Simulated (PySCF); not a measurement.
# SMILES FC(F)[C@@H]1OC[C@@H]1F, C4H5F3O

Molfile (atoms numbered from 1):
```
C4H5F3O
     RDKit          3D

 13 13  0  0  0  0  0  0  0  0999 V2000
    2.1041    0.4658    1.6117 F   0  0  0  0  0  0  0  0  0  0  0  0
    1.4279   -0.2932    0.7248 C   0  0  0  0  0  0  0  0  0  0  0  0
    2.3484   -0.7985   -0.1270 F   0  0  0  0  0  0  0  0  0  0  0  0
    0.4239    0.5630   -0.0512 C   0  0  2  0  0  0  0  0  0  0  0  0
   -0.6645    1.0036    0.7547 O   0  0  0  0  0  0  0  0  0  0  0  0
   -1.6195    0.2277    0.0220 C   0  0  0  0  0  0  0  0  0  0  0  0
   -0.5345   -0.2313   -0.9550 C   0  0  2  0  0  0  0  0  0  0  0  0
   -0.3296   -1.5798   -0.9815 F   0  0  0  0  0  0  0  0  0  0  0  0
    0.9552   -1.1245    1.2679 H   0  0  0  0  0  0  0  0  0  0  0  0
    0.9559    1.3956   -0.5241 H   0  0  0  0  0  0  0  0  0  0  0  0
   -2.0406   -0.5806    0.6246 H   0  0  0  0  0  0  0  0  0  0  0  0
   -2.4151    0.8467   -0.3948 H   0  0  0  0  0  0  0  0  0  0  0  0
   -0.6158    0.1060   -1.9898 H   0  0  0  0  0  0  0  0  0  0  0  0
  1  2  1  0
  2  3  1  0
  2  4  1  0
  4  5  1  0
  5  6  1  0
  6  7  1  0
  7  8  1  0
  7  4  1  0
  2  9  1  0
  4 10  1  6
  6 11  1  0
  6 12  1  0
  7 13  1  6
M  END
```

Computed with TDDFT BHandHLYP/def2-SVPD circular dichroism and optical rotation, one conformer, gas phase (PySCF). Geometry: GFN2-xTB.

The molecule is flexible and this is one conformer; a measurement averages over conformers. States above about 9.8 eV (minus the energy of the highest occupied orbital) lie near or above the ionisation threshold and depend on the basis.

Assign R or S to each stereocentre.

C4 R, C7 S.

List the lowest 16 singlet excitations with oscillator and rotatory strengths.

Rotatory strengths R in 10⁻⁴⁰ esu² cm², velocity form and length form (origin at the centre of mass); f in length form.
| state | E (eV) | λ (nm) | f | R (velocity) | R (length) | main |
| --- | --- | --- | --- | --- | --- | --- |
| 1 | 7.85 | 158 | 0.0004 | +1.6 | +1.1 | HOMO→LUMO+1 0.76 |
| 2 | 8.41 | 147 | 0.011 | -3.9 | -3.4 | HOMO→LUMO 0.86 |
| 3 | 8.95 | 139 | 0.002 | -11.7 | -13.1 | HOMO→LUMO+2 0.77, HOMO→LUMO+3 0.10 |
| 4 | 9.19 | 135 | 0.014 | -1.3 | -0.9 | HOMO→LUMO+3 0.71, HOMO→LUMO+2 0.10 |
| 5 | 9.23 | 134 | 0.005 | +13.6 | +13.1 | HOMO−2→LUMO+1 0.47, HOMO−2→LUMO 0.35 |
| 6 | 9.27 | 134 | 0.016 | +4.8 | +4.8 | HOMO−1→LUMO+1 0.58, HOMO−1→LUMO 0.28 |
| 7 | 9.66 | 128 | 0.040 | +8.1 | +8.3 | HOMO−1→LUMO 0.59, HOMO−1→LUMO+1 0.23 |
| 8 | 9.75 | 127 | 0.029 | +2.5 | +2.7 | HOMO−2→LUMO 0.51, HOMO−2→LUMO+1 0.27 |
| 9 | 9.85 | 126 | 0.015 | +7.1 | +6.3 | HOMO→LUMO+5 0.67, HOMO→LUMO+4 0.20 |
| 10 | 10.06 | 123 | 0.039 | -37.1 | -37.1 | HOMO→LUMO+4 0.58, HOMO→LUMO+5 0.15 |
| 11 | 10.20 | 121 | 0.003 | +2.1 | +2.0 | HOMO−3→LUMO+1 0.25, HOMO→LUMO+7 0.23 |
| 12 | 10.32 | 120 | 0.016 | -2.4 | -4.2 | HOMO−1→LUMO+2 0.46, HOMO−1→LUMO+3 0.24 |
| 13 | 10.42 | 119 | 0.056 | +34.4 | +33.7 | HOMO−2→LUMO+2 0.42, HOMO→LUMO+6 0.14 |
| 14 | 10.49 | 118 | 0.025 | +12.3 | +13.1 | HOMO→LUMO+6 0.36, HOMO−2→LUMO+3 0.17 |
| 15 | 10.53 | 118 | 0.009 | +13.0 | +12.2 | HOMO−1→LUMO+3 0.40, HOMO−1→LUMO+2 0.29 |
| 16 | 10.61 | 117 | 0.019 | +27.3 | +28.2 | HOMO→LUMO+7 0.21, HOMO→LUMO+8 0.19 |

Among the states computed, the strongest CD band (largest |R|) is state 10. The largest dissymmetry factor in size, g = 4R/(D+G), with D and G the electric and magnetic dipole strengths, is -0.08 for state 3 (velocity form, f = 0.002), among bands with |R| over 0.5. The mirror image has the same energies and oscillator strengths and all R with the opposite sign.
